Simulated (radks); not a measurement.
Results of a calculation; reference values are marked as such.
Spherical quantum dot in the effective-mass picture: electrons in a parabolic well V = omega^2 r^2 / 2 with omega = 0.636, all in effective atomic units (hartree* = m*/eps^2 hartree, bohr* = eps/m* bohr), one dielectric constant everywhere. Level of theory: non-relativistic Kohn-Sham, exchange-only LDA, spin-polarised, spherical densities (a radial shooting solver with Libxc functionals). Levels are named by radial order and angular momentum (1s, 1p, 1d, 2s, ...), and open shells are averaged over m. Results are scaled to m* = 0.151 and eps = 11, for which hartree* = 33.96 meV and bohr* = 3.855 nm. Each electron was tried in the lowest free levels, single moves between levels near the top were tried too, and the lowest total energy was kept; such a search can miss a lower state. At N = 1 the Hartree and exchange-correlation terms need not cancel, so that row can carry a self-interaction error.

N,open shells,2S,E (meV),mu = E(N) - E(N-1) (meV),addition energy mu(N+1) - mu(N) (meV),e(HOMO) (meV),rms radius (nm)
1,"1s(up 1, down 0)",1,33.9529,33.953,20.46,41.573,5.991
2,none,0,88.3688,54.416,30.65,61.053,6.459
3,"1p(up 1, down 0)",1,173.440,85.071,12.24,91.137,7.297
4,"1p(up 2, down 0)",2,270.747,97.308,12.30,103.48,7.802
5,"1p(up 3, down 0)",3,380.354,109.61,16.35,115.70,8.183
6,"1p(up 3, down 1)",2,506.309,125.96,10.79,131.28,8.529
7,"1p(up 3, down 2)",1,643.055,136.75,10.96,142.23,8.824
8,none,0,790.761,147.71,24.36,153.17,9.089
9,"1d(up 1, down 0)",1,962.826,172.06,9.778,176.96,9.435
10,"1d(up 2, down 0)",2,1144.67,181.84,9.724,186.72,9.735
11,"1d(up 3, down 0)",3,1336.23,191.57,9.635,196.40,10.00
12,"1d(up 4, down 0)",4,1537.44,201.20,9.531,205.99,10.25
13,"1d(up 5, down 0)",5,1748.17,210.73,12.70,215.46,10.47
14,"1d(up 5, down 1)",4,1971.60,223.43,8.886,227.87,10.69
15,"1d(up 5, down 2)",3,2203.91,232.31,8.874,236.76,10.89
16,"1d(up 5, down 3)",2,2445.10,241.19,8.827,245.61,11.08
17,"1d(up 5, down 4)",1,2695.12,250.02,8.762,254.41,11.26
18,none,0,2953.90,258.78,10.92,263.13,11.43
19,"2s(up 1, down 0)",1,3223.60,269.70,10.12,274.09,11.60
20,none,0,3503.41,279.82,15.98,284.13,11.77
21,"1f(up 1, down 0)",1,3799.20,295.79,8.006,299.80,11.95
22,"1f(up 2, down 0)",2,4103.00,303.80,7.958,307.79,12.12
23,"1f(up 3, down 0)",3,4414.76,311.76,7.906,315.72,12.29
24,"1f(up 4, down 0)",4,4734.42,319.66,7.851,323.60,12.45
25,"1f(up 5, down 0)",5,5061.93,327.51,7.796,331.42,12.60
26,"1f(up 6, down 0)",6,5397.24,335.31,7.740,339.19,12.75
27,"1f(up 7, down 0)",7,5740.29,343.05,10.18,346.90,12.89
28,"1f(up 7, down 1)",6,6093.52,353.23,7.455,356.96,13.03
29,"1f(up 7, down 2)",5,6454.20,360.68,7.423,364.40,13.17
30,"1f(up 7, down 3)",4,6822.30,368.10,7.387,371.80,13.30
31,"1f(up 7, down 4)",3,7197.79,375.49,-,379.17,13.43

All shells are closed at N = 2, 8, 18, 20 (there: 1s2 1p6 1d10 2s2); the second difference of the energy has clear peaks (12 % above both neighbours; the first and last values, which can be the largest, are not judged, and half-filled shells can peak too) at N = 2, 5, 8, 13, 20, 27.
